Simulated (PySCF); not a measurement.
V(OH)2 (H₂O₂V), SMILES [OH][V][OH] (connectivity only; charge and spin as stated), neutral, multiplicity 4.

Geometry optimised at PBE0-D3(BJ)/def2-TZVP. The multiplicity is an assumed one; other spin states were not compared. The values are those of a single conformer.

Method: PySCF with r2SCAN/def2-TZVPD.

The molecule is in vacuum.

The total energy is -1095.69076 hartree and the point group is D∞h. The α spin, highest occupied and lowest empty level is -4.51 and -2.28 eV, the β spin, highest occupied and lowest empty level is -7.79 and -1.46 eV and the dipole moment comes out as 0.00 D. The mean static polarisability is 50.0 bohr³ (7.40 Å³), the polarisability, principal values is 45.3, 45.3, 59.3 bohr³ and the ⟨S²⟩ comes out as 3.777 (pure state 3.75).
